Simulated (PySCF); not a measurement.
SeFBr, SMILES F[Se]Br.

Geometry optimised at ωB97X-D3(BJ)/def2-TZVP.

Level of theory: M06-2X/def2-TZVPD (PySCF).

Isolated molecule, no solvent.

Estimate the frontier levels, gap, dipole moment and polarisability. (An estimate is asked for; the answer gives what the named calculation found.)


| Property | Value |
|---|---|
| highest occupied level | -8.23 eV |
| lowest empty level | -1.70 eV |
| orbital gap | 6.53 eV |
| dipole moment | 1.46 D |
| quadrupole, principal values (traceless, Buckingham form, about the centre of nuclear charge) | -3.01, -2.34, 5.36 D·Å |
| mean static polarisability | 50.5 bohr³ (7.48 Å³) |
| polarisability, principal values | 40.4, 43.4, 67.6 bohr³ |
